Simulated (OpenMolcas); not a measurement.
Be⁺: effect of the active space

| Quantity | Value |
| --- | --- |
| Program | OpenMolcas |
| Method | CASSCF |
| Basis | ANO-RCC-VDZP |
| Scalar Hamiltonian | X2C, point nucleus |
| Spin-orbit coupling | state interaction with AMFI integrals over the reference wave functions, term energies averaged over their components |

A. 1 electron in 4 orbitals (2s 2p); 2S+1 = 2 even, 1 root; 2S+1 = 2 odd, 3 roots; cost roughly 6 core-seconds
B. 1 electron in 8 orbitals (2s 2p 3s 3p); 2S+1 = 2 even, 1 root; 2S+1 = 2 odd, 3 roots; cost of the order of 5 core-seconds

Energies in cm⁻¹ above 2s ²S_1/2, the measured ground level; measured values from NIST Handbook of Basic Atomic Spectroscopic Data.

```tsv
Level	A	B	Measured
2s ²S_1/2	0.0	0.0	0.0
2p ²P°_1/2	32866	32866	31929
2p ²P°_3/2	32872	32872	31935
```

Deviations, from unrounded energies. A percentage is the sum of absolute deviations over the sum of measured energies, with the sign that they share, or ± where signs differ.

| Against measurement | Levels | A | B |
| --- | --- | --- | --- |
| mean absolute deviation (cm-1) | 2 | 940 | 940 |
| other configurations (%) | 2 | +2.9 | +2.9 |

A, B lie about equally close to measurement. The largest miss of A in the table is 2p ²P°_1/2, by +940 cm-1. The ranking rests on the paired levels alone, and a cruder setting can come out closer through cancelling errors.

Between A and B no level of the table moves by more than 5 cm-1.

ANO sets are built for ground and valence states and can reach diffuse excited orbitals poorly. With one active electron the reference holds no correlation, so core polarisation is missing. With one active electron outside closed inactive shells, the extra shells (3p 3s) add no correlation to the reference (holds for B). Computed and measured levels are paired by configuration, term and J; levels that our copy of the source lacks, or whose pairing is in doubt (as where it misses far off the trend of its configuration), stay unpaired and out of the deviations. Levels of configurations outside the active space are missing.

° marks odd parity.
